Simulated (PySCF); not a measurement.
Simulation results for AlBFH3O, BH3NSi, CH3B2O, C2H6BN and others

All values are calculated (PySCF 2.14.0). Calculation on a computer-drawn molecule: optimised geometry and harmonic frequencies of an isolated molecule of the commonest isotopes, restricted reference for singlets and unrestricted otherwise, frozen core in MP2.

Common to all runs: multiplicity 1.

```yaml
- entry: 1
  formula: AlBFH3O
  start_structure:
    atoms_angstrom:
      - [O, 0.7222, -1.6724, 1.788]
      - [B, 1.8668, -1.3716, 0.9262]
      - [F, 2.6719, -2.3104, 0.8585]
      - [Al, 0.4198, 0.0369, 1.1492]
      - [H, 0.6556, -2.4922, 2.198]
      - [H, -0.9233, 0.1117, 0.3255]
      - [H, 0.4881, 1.0885, 2.4156]
  given:
    charge: 0
    method: HF
    basis: "cc-pV(D+d)Z"
    drawn_bonds_atom: [1, 2, 2, 1, 4, 4]
    drawn_bonds_other_atom: [2, 3, 4, 5, 6, 7]
    drawn_bonds_order: [1, 1, 1, 1, 1, 1]
  results:
    optimised_atom_element: [O, B, F, Al, H, H, H]
    "optimised_atom_x [angstrom]": [0.7679, 1.279, 2.443, 0.2874, 1.302, -0.7803, 0.6021]
    "optimised_atom_y [angstrom]": [-2.502, -1.533, -1.822, 0.3688, -3.289, 0.5887, 1.58]
    "optimised_atom_z [angstrom]": [2.157, 1.371, 0.7467, 1.129, 2.176, -0.02101, 2.102]
    "modes_frequency [cm^-1]": [65.79, 163.3, 308.7, 356.0, 583.6, 590.3, 621.8, 685.3, 846.5, 1062, 1296, 1385, 1969, 1977, 4090]
    "modes_reduced_mass [dalton]": [1.082, 6.011, 1.497, 8.842, 1.444, 4.119, 1.225, 1.77, 1.081, 1.949, 2.863, 11.52, 1.059, 1.027, 1.065]
    "rotational_constants [GHz]": [9.982, 3.385, 2.626]
    "total_energy [hartree]": -442.7496
    "convergence_status_largest_gradient_component [hartree/bohr]": 2.229e-05
- entry: 2
  formula: BH3NSi
  start_structure:
    atoms_angstrom:
      - [B, 0.5796, 2.0154, 0.2973]
      - ["N", 0.4642, 1.1121, 1.1847]
      - [Si, 0.3185, -0.0323, 2.3082]
      - [H, 0.6855, 2.8457, -0.5187]
      - [H, -0.7825, 0.0145, 3.262]
      - [H, 1.2868, -1.1195, 2.3758]
  given:
    charge: 1
    method: MP2
    basis: "cc-pV(D+d)Z"
    drawn_bonds_atom: [1, 2, 1, 3, 3]
    drawn_bonds_other_atom: [2, 3, 4, 5, 6]
    drawn_bonds_order: [2, 1, 1, 1, 1]
  results:
    optimised_atom_element: [B, "N", Si, H, H, H]
    "optimised_atom_x [angstrom]": [0.5814, 0.4641, 0.3163, 0.6883, -0.7947, 1.297]
    "optimised_atom_y [angstrom]": [2.03, 1.112, -0.04915, 2.867, 0.01138, -1.135]
    "optimised_atom_z [angstrom]": [0.2832, 1.185, 2.325, -0.5391, 3.276, 2.38]
    "modes_frequency [cm^-1]": [140.6, 164.8, 701.2, 745.6, 748.2, 768.5, 834.5, 991.4, 1801, 2376, 2425, 2928]
    "modes_reduced_mass [dalton]": [3.373, 3.98, 1.242, 1.205, 1.301, 1.306, 5.41, 1.124, 6.248, 1.027, 1.062, 1.164]
    "rotational_constants [GHz]": [154.5, 5.612, 5.415]
    "total_energy [hartree]": -369.8890
    "convergence_status_largest_gradient_component [hartree/bohr]": 2.151e-05
- entry: 3
  formula: CH3B2O
  start_structure:
    atoms_angstrom:
      - [B, -1.2815, 0.2555, 1.8046]
      - [O, -0.1996, 0.7381, 1.5008]
      - [B, 1.0215, 1.2826, 1.1563]
      - [C, 2.2273, 1.8205, 0.8147]
      - [H, -2.3163, -0.206, 2.0953]
      - [H, 2.6786, 2.6168, 1.3967]
      - [H, 2.7788, 1.471, -0.0514]
  given:
    charge: 1
    method: MP2
    basis: cc-pVDZ
    drawn_bonds_atom: [1, 2, 3, 1, 4, 4]
    drawn_bonds_other_atom: [2, 3, 4, 5, 6, 7]
    drawn_bonds_order: [1, 1, 2, 1, 1, 1]
  results:
    optimised_atom_element: [B, O, B, C, H, H, H]
    "optimised_atom_x [angstrom]": [-1.308, -0.2095, 1.025, 2.248, -2.35, 2.699, 2.803]
    "optimised_atom_y [angstrom]": [0.244, 0.7337, 1.284, 1.83, -0.2208, 2.635, 1.473]
    "optimised_atom_z [angstrom]": [1.812, 1.503, 1.154, 0.8086, 2.106, 1.402, -0.06827]
    "modes_frequency [cm^-1]": [106.6, 134.3, 261.5, 297.2, 689.3, 704.3, 713.6, 729.0, 757.1, 1287, 1637, 1788, 2928, 3185, 3287]
    "modes_reduced_mass [dalton]": [3.266, 3.962, 2.079, 9.292, 2.083, 1.327, 5.556, 1.225, 1.343, 1.102, 7.07, 6.716, 1.175, 1.06, 1.111]
    "rotational_constants [GHz]": [284.8, 3.876, 3.824]
    "total_energy [hartree]": -164.0042
    "convergence_status_largest_gradient_component [hartree/bohr]": 1.98e-05
- entry: 4
  formula: C2H6BN
  start_structure:
    atoms_angstrom:
      - [C, -0.5596, -1.8409, 0.7585]
      - [B, -1.0776, -1.6966, -0.6323]
      - [C, -1.5796, -1.5612, -1.9352]
      - ["N", -1.085, -0.844, -3.0899]
      - [H, 0.2232, -1.1817, 0.9538]
      - [H, -1.3997, -1.5128, 1.4849]
      - [H, -0.3259, -2.8824, 1.0709]
      - [H, -2.5471, -1.9848, -2.1825]
      - [H, -1.1729, -1.3359, -3.9764]
      - [H, -0.1453, -0.4953, -2.8921]
  given:
    charge: 0
    method: HF
    basis: cc-pVDZ
    drawn_bonds_atom: [1, 2, 3, 1, 1, 1, 3, 4, 4]
    drawn_bonds_other_atom: [2, 3, 4, 5, 6, 7, 8, 9, 10]
    drawn_bonds_order: [1, 2, 1, 1, 1, 1, 1, 1, 1]
  results:
    optimised_atom_element: [C, B, C, "N", H, H, H, H, H, H]
    "optimised_atom_x [angstrom]": [-0.6259, -1.107, -1.595, -1.131, 0.2997, -1.332, -0.3861, -2.558, -0.9897, -0.2447]
    "optimised_atom_y [angstrom]": [-1.855, -1.713, -1.552, -0.8053, -1.271, -1.436, -2.883, -2.035, -1.414, -0.372]
    "optimised_atom_z [angstrom]": [0.7887, -0.6763, -1.971, -3.097, 0.8726, 1.508, 1.068, -2.139, -3.887, -2.908]
    "modes_frequency [cm^-1]": [58.96, 150.8, 227.2, 287.7, 503.8, 714.3, 733.3, 938.7, 959.1, 990.6, 1178, 1202, 1399, 1444, 1533, 1564, 1775, 1822, 3161, 3232, 3253, 3265, 3710, 3801]
    "modes_reduced_mass [dalton]": [1.124, 2.412, 1.48, 2.102, 2.583, 2.838, 1.435, 1.654, 1.598, 1.374, 2.731, 1.253, 1.252, 1.35, 1.042, 1.058, 1.308, 3.3, 1.043, 1.089, 1.082, 1.104, 1.053, 1.092]
    "rotational_constants [GHz]": [39.59, 3.404, 3.222]
    "total_energy [hartree]": -158.3034
    "convergence_status_largest_gradient_component [hartree/bohr]": 2.854e-06
- entry: 5
  formula: BH2O2
  start_structure:
    atoms_angstrom:
      - [O, -1.9775, -0.8583, -0.0165]
      - [B, -1.7083, 0.1891, -0.6058]
      - [O, -1.3381, 1.2126, -1.1792]
      - [H, -2.2285, -1.6156, 0.4098]
      - [H, -1.1383, 2.019, -1.6688]
  given:
    charge: 1
    method: HF
    basis: cc-pVDZ
    drawn_bonds_atom: [1, 2, 1, 3]
    drawn_bonds_other_atom: [2, 3, 4, 5]
    drawn_bonds_order: [1, 1, 1, 1]
  results:
    optimised_atom_element: [O, B, O, H, H]
    "optimised_atom_x [angstrom]": [-1.821, -1.542, -1.157, -2.457, -1.414]
    "optimised_atom_y [angstrom]": [-0.974, 0.1568, 1.262, -1.226, 1.728]
    "optimised_atom_z [angstrom]": [-0.1344, -0.5929, -1.036, 0.534, -1.831]
    "modes_frequency [cm^-1]": [312.2, 445.6, 455.9, 748.9, 766.0, 1112, 2136, 4005, 4028]
    "modes_reduced_mass [dalton]": [1.114, 2.714, 3.148, 1.559, 1.464, 7.961, 9.185, 1.07, 1.072]
    "rotational_constants [GHz]": [540.1, 8.765, 8.748]
    "total_energy [hartree]": -175.3979
    "convergence_status_largest_gradient_component [hartree/bohr]": 1.818e-05
- entry: 6
  formula: AlBH3N
  start_structure:
    atoms_angstrom:
      - [B, -1.5496, -2.8653, -0.174]
      - ["N", -0.4576, -2.4206, 0.2834]
      - [Al, 1.1521, -1.8822, 0.9004]
      - [H, -2.5331, -3.2308, -0.5425]
      - [H, 1.438, -0.3687, 1.1374]
      - [H, 2.3595, -2.866, 1.1279]
  given:
    charge: 0
    method: HF
    basis: "cc-pV(D+d)Z"
    drawn_bonds_atom: [1, 2, 1, 3, 3]
    drawn_bonds_other_atom: [2, 3, 4, 5, 6]
    drawn_bonds_order: [2, 1, 1, 1, 1]
  results:
    optimised_atom_element: [B, "N", Al, H, H, H]
    "optimised_atom_x [angstrom]": [-1.508, -0.4035, 1.165, -2.546, 1.379, 2.322]
    "optimised_atom_y [angstrom]": [-2.844, -2.444, -1.874, -3.221, -0.3353, -2.915]
    "optimised_atom_z [angstrom]": [-0.144, 0.2763, 0.8727, -0.5391, 1.14, 1.127]
    "modes_frequency [cm^-1]": [157.9, 157.9, 605.5, 671.7, 687.2, 828.4, 837.2, 857.1, 1946, 1996, 2009, 2979]
    "modes_reduced_mass [dalton]": [3.766, 3.027, 1.253, 1.184, 6.753, 1.352, 1.357, 1.097, 4.966, 1.061, 1.035, 1.192]
    "rotational_constants [GHz]": [133.0, 5.25, 5.051]
    "total_energy [hartree]": -322.8447
    "convergence_status_largest_gradient_component [hartree/bohr]": 2.577e-05
- entry: 7
  formula: CH4FSi
  start_structure:
    atoms_angstrom:
      - [C, 0.2627, 0.9332, 0.5314]
      - [Si, 0.6872, -0.549, -0.4217]
      - [F, 2.0209, -1.2952, -0.1168]
      - [H, -0.6912, 0.7627, 1.0439]
      - [H, 0.12, 1.771, -0.1606]
      - [H, 1.0414, 1.1718, 1.2568]
      - [H, -0.0791, -1.1774, -1.4875]
  given:
    charge: 1
    method: MP2
    basis: "cc-pV(D+d)Z"
    drawn_bonds_atom: [1, 2, 1, 1, 1, 2]
    drawn_bonds_other_atom: [2, 3, 4, 5, 6, 7]
    drawn_bonds_order: [1, 1, 1, 1, 1, 1]
  results:
    optimised_atom_element: [C, Si, F, H, H, H, H]
    "optimised_atom_x [angstrom]": [0.2659, 0.6917, 2.041, -0.7025, 0.115, 1.043, -0.09221]
    "optimised_atom_y [angstrom]": [0.9321, -0.5468, -1.317, 0.7562, 1.773, 1.185, -1.166]
    "optimised_atom_z [angstrom]": [0.5323, -0.417, -0.1214, 1.041, -0.1729, 1.27, -1.486]
    "modes_frequency [cm^-1]": [41.81, 256.4, 489.2, 682.9, 794.4, 804.8, 892.7, 1020, 1279, 1399, 1406, 2409, 3059, 3152, 3214]
    "modes_reduced_mass [dalton]": [1.148, 3.608, 1.112, 1.635, 1.395, 2.334, 1.317, 6.386, 1.237, 1.046, 1.046, 1.046, 1.036, 1.098, 1.103]
    "rotational_constants [GHz]": [28.28, 6.468, 5.445]
    "total_energy [hartree]": -428.7541
    "convergence_status_largest_gradient_component [hartree/bohr]": 1.51e-05
- entry: 8
  formula: AlBH4N
  start_structure:
    atoms_angstrom:
      - [B, -0.8482, -3.0282, 2.0406]
      - [Al, -1.3, -1.0922, 1.4042]
      - ["N", -1.6038, 0.5529, 0.8249]
      - [H, -0.9485, -3.2109, 3.236]
      - [H, -0.5483, -3.8867, 1.2641]
      - [H, -1.5692, 0.8166, -0.1636]
      - [H, -1.8483, 1.3102, 1.3917]
  given:
    charge: 1
    method: HF
    basis: "cc-pV(D+d)Z"
    drawn_bonds_atom: [1, 2, 1, 1, 3, 3]
    drawn_bonds_other_atom: [2, 3, 4, 5, 6, 7]
    drawn_bonds_order: [1, 1, 1, 1, 1, 1]
  results:
    "rotational_constants [GHz]": null
```

To be estimated
1. AlBH4N (entry 8): rotational constants?
2. Give the table of modes values for AlBH4N (entry 8).

Answers
1. 141, 4.266, 4.141 GHz
2. 
Modes:
```
frequency (cm⁻¹)  reduced mass (dalton)
           110.9                  1.008
           134.4                  3.217
           150.2                  5.173
           492.8                  5.449
           551.1                  1.228
             608                   1.15
           700.9                  1.303
           904.3                  1.295
           966.1                  7.521
            1191                  1.099
            1651                  1.101
            2748                  1.042
            2882                  1.135
            3733                  1.053
            3808                  1.093
```

Further results for AlBH4N (entry 8):

```
total energy                                  : -323.1329 hartree
convergence status largest gradient component : 2.846e-05 hartree/bohr
```

Optimised structure:
```xyz
7
AlBH4N
B     -0.8550    -3.0539     2.0762
Al    -1.2733    -1.0510     1.3687
N     -1.6053     0.5375     0.8074
H     -0.9396    -3.2566     3.2440
H     -0.5567    -3.8739     1.2695
H     -1.5786     0.8370    -0.1543
H     -1.8579     1.3226     1.3863
```
